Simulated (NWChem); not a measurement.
# SiNH$_{4}$Cl; SMILES N[SiH2]Cl

```xyz
7

Si     0.5732    -0.5018     0.0451
N     -0.6111    -1.7419     0.1395
Cl    -0.1458     1.4254    -0.3828
H      1.5006    -0.8365    -1.0566
H      1.2349    -0.3985     1.3633
H     -1.2455    -1.7767     0.9293
H     -1.0663    -2.0721    -0.7038
```
Atoms are numbered in this order, from 1.

Results from NWChem. Geometry: optimised at B3LYP/6-31G* (spherical d). GIAO values for the isolated, static molecule; σ is the absolute isotropic shielding, δ = σ(reference) − σ with the isolated reference molecule computed at the same levels (1H: tetramethylsilane, 15N: ammonia, 29Si: tetramethylsilane).

For level KT2/pcSseg-1:

```yaml
"δ Si1 (ppm)": -22.2
"δ N2 (ppm)": 39.6
```

### Question
What are these values for level PBE/pcSseg-1?

### Answer
The δ Si1 (ppm) is -23.2 and the δ N2 (ppm) is 41.7.
